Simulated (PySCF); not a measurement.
**Identify the compound**

An unknown has the formula C6H9ClO3. Its calculated NMR data are:

$^{1}$H NMR (300 MHz, computed): δ 3.76 (t, 2H), 2.70 (t, 2H), 2.38 (q, 2H), 1.17 (t, 3H).

$^{13}$C{$^{1}$H} NMR (computed): δ 174.1, 171.5, 44.5, 42.6, 31.8, 9.9.

Computed data (PySCF 2.14.0 with density-fitted response routines): GFN2-xTB geometry, shieldings: GIAO PBE0/pcSseg-1. In vacuum, non-relativistic Hamiltonian, a single conformation, fast rotation and ring inversion assumed for equivalent nuclei.

References, each an isolated molecule treated in the same way: TMS for $^{1}$H and $^{13}$C.

Propose a structure and justify it.

Results:


- The formula gives 2 degrees of unsaturation (no ring in the answer).
- 6 carbon signals for 6 carbons: no two carbons are equivalent.
- Carbon types of the structure: 2 × C, 3 × CH2, 1 × CH3, which accounts for all hydrogens.
- δC 174.1, 171.5: anhydride carbonyl carbon; lone-pair donation from the attached heteroatom keeps it upfield of a ketone carbonyl.
- δC 44.5: sp3 CH2 bonded to Cl; the inductive effect lowers its shielding.
- δC 42.6, 31.8: sp3 CH2 α to a carbonyl; α to the electron-withdrawing carbonyl group.
- δC 9.9: methyl carbon; aliphatic region, no heteroatom directly attached.
- δH 3.76: hydrogen on an sp3 CH2 bonded to Cl; its carbon carries Cl, hence the downfield position.
- δH 2.70, 2.38: hydrogen on an sp3 CH2 α to a carbonyl; α to C=O.
- δH 1.17: hydrogen on a methyl carbon.

Structure: SMILES CCC(=O)OC(=O)CCCl.

The shifts were computed for this structure.

Carbons that carry Cl, above all several Cl atoms, come out too deshielded, partly because spin–orbit coupling is missing. Shifts are as computed. Against solution values, carbons near 30 ppm lie about +3 ppm off and those near 130 ppm about +5 ppm; carbons on Cl a further +6 ppm. Of 1211 compounds with measured shifts, 218 miss one by over three times the rms of a fit or turn the order of signals round; such compounds aren't used in these exercises. Multiplicities follow the n + 1 count of equivalent neighbours, as no J values were calculated; m marks all less simple cases, F and P coupling included.
